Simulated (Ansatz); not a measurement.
Ansatz results at the PBE0-D4/def2-TZVP geometry: size of the dipole moment (PBE/def2-TZVPP) 1.20 D; HOMO energy (PBE0/def2-TZVPP) -7.32 eV; HOMO–LUMO gap (PBE/def2-TZVPP) 2.53 eV.

Each molecule was computed in one conformer, which needn't be the lowest.

(1) Which molecule gave them?
A. `C/C=N/C(=O)O`
B. `S[CH2][GaH2]`
C. `C/N=C(/O)C=O`
D. `C[Si](N)(F)BO`

Results:

(1) C. The others give `C/C=N/C(=O)O`: 1.97, -7.73, 3.81; `S[CH2][GaH2]`: 1.48, -6.93, 4.38; `C[Si](N)(F)BO`: 2.17, -7.53, 4.18.
